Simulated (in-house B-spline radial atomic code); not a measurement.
Radial electron density of Ru VIII (Ru7+), [Kr] 4d1. Computed with an all-electron radial atomic-structure program (B-spline basis): scalar-relativistic (X2C) RPBE, spin-polarised, spherical fractional occupations, Fermi nucleus of rms radius 4.4809 fm.

One-electron X2C: radii and densities carry no picture-change correction, so inner-shell <1/r> comes out high (for 1s by about 2 % at Z = 33, 5 % at 54, 10 % at 75, 30 % at 118) and <r> low.

Columns: r (bohr), 4πr²n(r) (electrons per bohr), bar.

```
  0.0012    1.859 #
 0.00146    2.562 ##
 0.00178    3.528 ##
 0.00216    4.796 ###
 0.00262    6.474 ####
 0.00318     8.68 #####
 0.00387    11.57 #######
  0.0047     15.2 ##########
 0.00571    19.68 ############
 0.00693    25.02 ################
 0.00842    31.16 ####################
  0.0102    37.71 ########################
  0.0124    44.37 ############################
  0.0151    50.33 ################################
  0.0183     54.5 ##################################
  0.0223    56.26 ###################################
  0.0271    55.17 ###################################
  0.0329    51.98 #################################
    0.04    48.53 ###############################
  0.0485    47.49 ##############################
   0.059    50.97 ################################
  0.0716    58.58 #####################################
   0.087    66.73 ##########################################
   0.106    69.74 ############################################
   0.128    64.47 #########################################
   0.156    53.34 ##################################
    0.19    45.05 ############################
    0.23    45.77 #############################
    0.28    52.22 #################################
    0.34    53.76 ##################################
   0.413    44.19 ############################
   0.502    28.43 ##################
   0.609    16.74 ###########
    0.74    12.88 ########
   0.899    12.56 ########
    1.09    10.49 #######
    1.33    6.172 ####
    1.61    2.555 ##
    1.96   0.6965 
    2.38   0.1286 
    2.89  0.01475 
    3.51 0.001024 
    4.27 3.479e-05
```

On this grid the curve has 3 maxima, near 0.0223, 0.106, 0.34 bohr.

The 4d up radial function P(r) = rR(r), positive near the nucleus:

```json
{"r (bohr)": "0.0124", "P": "0.001494"}
{"r (bohr)": "0.0183", "P": "0.004287"}
{"r (bohr)": "0.0271", "P": "0.01201"}
{"r (bohr)": "0.04", "P": "0.03174"}
{"r (bohr)": "0.059", "P": "0.07771"}
{"r (bohr)": "0.087", "P": "0.1708"}
{"r (bohr)": "0.128", "P": "0.3208"}
{"r (bohr)": "0.19", "P": "0.4855"}
{"r (bohr)": "0.28", "P": "0.5066"}
{"r (bohr)": "0.413", "P": "0.2012"}
{"r (bohr)": "0.609", "P": "-0.4068"}
{"r (bohr)": "0.899", "P": "-0.9348"}
{"r (bohr)": "1.33", "P": "-0.9128"}
{"r (bohr)": "1.96", "P": "-0.4489"}
{"r (bohr)": "2.89", "P": "-0.09538"}
{"r (bohr)": "4.27", "P": "-0.005676"}
```
